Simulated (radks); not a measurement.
Spherical jellium clusters: N electrons in a uniform positive sphere of charge N and radius rs N^(1/3), rs = 2.68 bohr. Calculated with a radial shooting solver with Libxc functionals: non-relativistic Kohn-Sham, PBEsol, spin-polarised, spherical densities. Levels are named by radial order and angular momentum (1s, 1p, 1d, 2s, ...), and open shells are averaged over m. Each electron was tried in the lowest free levels, single moves between levels near the top were tried too, and the lowest total energy was kept; such a search can miss a lower state. Energies include the self-energy of the background; IP and EA are vertical (highest electron removed, lowest free level filled), at fixed background; spill-out counts the electrons outside the background radius R, and alpha is the static dipole polarisability from linear response (closed shells only). A dash means not computed or, for alpha, an open shell; in EA it means that no bound solution was reached, which is typical of self-interaction and does not show that the anion is unstable. Real open-shell clusters deform, which this model forbids.

\begin{tabular}{lrrrrrrr}
N & open shells & 2S & E/N (eV) & E(N+1) + E(N-1) - 2E(N) (eV) & IP (eV) & EA (eV) & -e(HOMO) (eV) \\ \hline
1 & 1s(up 1, down 0) & 1 & -0.690 & - & - & - & 3.815 \\
2 & none & 0 & -1.335 & 1.946 & 6.988 & - & 4.293 \\
3 & 1p(up 1, down 0) & 1 & -0.901 & -0.964 & 4.486 & - & 2.371 \\
4 & 1p(up 2, down 0) & 2 & -0.925 & -0.785 & 5.478 & - & 3.220 \\
5 & 1p(up 3, down 0) & 3 & -1.097 & 0.508 & 6.061 & - & 3.794 \\
6 & 1p(up 3, down 1) & 2 & -1.126 & -0.735 & 5.341 & - & 3.361 \\
7 & 1p(up 3, down 2) & 1 & -1.252 & -0.516 & 5.955 & 1.995 & 3.909 \\
8 & none & 0 & -1.411 & 2.364 & 6.339 & - & 4.295 \\
9 & 1d(up 1, down 0) & 1 & -1.273 & -0.452 & 3.853 & - & 2.095 \\
10 & 1d(up 2, down 0) & 2 & -1.207 & -0.403 & 4.340 & - & 2.565 \\
11 & 1d(up 3, down 0) & 3 & -1.189 & -0.357 & 4.720 & - & 2.943 \\
12 & 1d(up 4, down 0) & 4 & -1.205 & -0.315 & 5.026 & - & 3.256 \\
13 & 1d(up 5, down 0) & 5 & -1.242 & 0.422 & 5.279 & - & 3.521 \\
14 & 1d(up 5, down 0) 2s(up 1, down 0) & 6 & -1.244 & -0.019 & 4.791 & - & 3.192 \\
15 & 1d(up 5, down 2) & 3 & -1.246 & -0.479 & 4.943 & 1.709 & 3.292 \\
16 & 1d(up 5, down 3) & 2 & -1.279 & -0.264 & 5.204 & 1.972 & 3.556 \\
17 & 1d(up 5, down 4) & 1 & -1.323 & -0.230 & 5.420 & 2.200 & 3.780 \\
18 & none & 0 & -1.375 & 0.210 & 5.603 & 2.073 & 3.973 \\
19 & 2s(up 1, down 0) & 1 & -1.410 & 0.304 & 5.346 & 1.888 & 3.781 \\
20 & none & 0 & -1.427 & 1.275 & 5.060 & - & 3.579 \\
21 & 1f(up 1, down 0) & 1 & -1.381 & -0.236 & 3.835 & - & 2.347 \\
22 & 1f(up 2, down 0) & 2 & -1.351 & -0.218 & 4.057 & - & 2.574 \\
23 & 1f(up 3, down 0) & 3 & -1.332 & -0.202 & 4.254 & - & 2.777 \\
24 & 1f(up 4, down 0) & 4 & -1.323 & -0.187 & 4.430 & 1.535 & 2.960 \\
25 & 1f(up 5, down 0) & 5 & -1.323 & -0.174 & 4.587 & 1.705 & 3.125 \\
26 & 1f(up 6, down 0) & 6 & -1.329 & -0.162 & 4.730 & 1.861 & 3.275 \\
27 & 1f(up 7, down 0) & 7 & -1.341 & 0.510 & 4.859 & - & 3.413 \\
28 & 1f(up 7, down 1) & 6 & -1.334 & -0.188 & 4.317 & 1.554 & 2.917 \\
29 & 1f(up 7, down 2) & 5 & -1.333 & -0.172 & 4.484 & 1.729 & 3.089 \\
30 & 1f(up 7, down 3) & 4 & -1.339 & -0.158 & 4.634 & 1.888 & 3.244 \\
31 & 1f(up 7, down 4) & 3 & -1.349 & - & 4.769 & 2.033 & 3.385 \\
\end{tabular}

All shells are closed at N = 2, 8, 18, 20 (there: 1s2 1p6 1d10 2s2); the second difference of the energy has clear peaks (12 % above both neighbours; the first and last values, which can be the largest, are not judged, and half-filled shells can peak too) at N = 5, 8, 13, 20, 27.
